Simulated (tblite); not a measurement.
C₄H₇F₃NOP.
Z-matrix (Å and degrees, GFN2-xTB geometry), rows numbered from 1:
```
C 
C   1  1.4804
O   2  1.1987  1  128.07
P   2  1.8729  1  112.72  3  -179.77
C   4  1.8355  2  106.40  1  -163.75
N   4  1.5486  2  108.33  1   -26.00
C   4  1.9292  2   99.69  1    95.00
F   7  1.3434  4  108.95  2   179.34
F   7  1.3353  4  116.61  2    58.13
F   7  1.3405  4  109.37  2   -63.72
H   1  1.0870  2  111.70  3    -8.96
H   1  1.0896  2  108.13  3  -132.36
H   1  1.0916  2  108.24  3   112.47
H   5  1.0897  4  107.86  2    81.86
H   5  1.0913  4  109.43  2  -159.21
H   5  1.0892  4  110.08  2   -38.06
H   6  1.0091  4  117.99  2  -176.09
```

All values are computed: GFN2-xTB (tblite) harmonic vibrations without scaling, gas phase. Against measured fundamentals such values can be off by several per cent, at times by over 20. One conformer, not necessarily the lowest.

Harmonic wavenumbers (cm⁻¹): 31.0, 46.7, 77.6, 124.9, 136.8, 139.8, 154.2, 173.2, 223.4, 246.8, 268.3, 346.1, 355.0, 411.9, 426.0, 465.0, 470.0, 511.2, 619.3, 652.6, 728.7, 805.7, 842.0, 906.1, 957.1, 975.3, 1046.8, 1062.8, 1093.7, 1118.2, 1228.6, 1298.2, 1350.8, 1398.2, 1403.8, 1411.1, 1415.0, 1773.8, 2980.1, 2988.3, 2999.7, 3008.2, 3017.3, 3049.9, 3417.8.

A = 1462, B = 952.2, C = 916.6 MHz; mass 173.022 u (most abundant isotopes); point group C1, symmetry number 1.

Q: Zero-point energy?

A: Half the sum of the wavenumbers: 24079 cm⁻¹ = 288.04 kJ/mol.

Q: Give the ideal-gas entropy at 500 K and 1 bar in the rigid-rotor, harmonic-oscillator model (classical rotation).

A: Translation 183.87, rotation 131.60, vibration 274.11: S = 589.6 J/(mol K).

Q: And Cp and H(500 K) − H(0)?

A: Cp = 253.83 J/(mol K), of which vibrations give 220.57 (their classical limit is 45 R = 374.2); H(500 K) − H(0) = 81.87 kJ/mol without the zero-point energy, 65.24 from vibrations.

Q: Blend soft modes into free rotors: weight 1/[1 + (100 cm⁻¹/ν̃)⁴] for the oscillator and the rest for a rotor with moment μB/(μ + B), μ = h/(8π²ν), B = 10⁻⁴⁴ kg m². What vibrational entropy results?

A: 249.97 J/(mol K) in place of 274.11, which changes −T·S at 500 K by +12.07 kJ/mol.

Q: Which modes carry the vibrational entropy at 500 K?

A: 31.0 cm⁻¹: 28.41; 46.7 cm⁻¹: 25.01; 77.6 cm⁻¹: 20.80; 124.9 cm⁻¹: 16.87; 136.8 cm⁻¹: 16.12; 139.8 cm⁻¹: 15.94 J/(mol K); the other 39 give 150.96 together.

Q: What must be added to the electronic energy to get the Gibbs energy at 500 K and 1 bar?

A: ZPE + [H(500 K) − H(0)] − T·S = 288.04 + 81.87 − 294.79 = 75.12 kJ/mol.

Q: How do the functions run with temperature in this model?

A: 
```
 T (K)  S (J/(mol K))  Cp (J/(mol K))  H − H(0) (kJ/mol)  G − H(0) (kJ/mol)  ln q(vib)
   150          365.7           128.9              12.40             -42.45       4.91
   250          442.3           173.4              27.59             -82.99       8.76
298.15          474.5           192.1              36.40            -105.07      10.51
   400          536.0           226.7              57.79            -156.60      14.04
   600          637.8           275.3             108.37            -274.33      20.32
   900          758.5           319.0             198.11            -484.57      28.46
```

q(vib) and H(0) count from the zero-point level.

Hindered rotation and anharmonicity are outside this model. Other conformers, if any are populated, would add a mixing term that is left out. The structure is chiral; the term R ln 2 for an equal mix with its mirror image is left out.
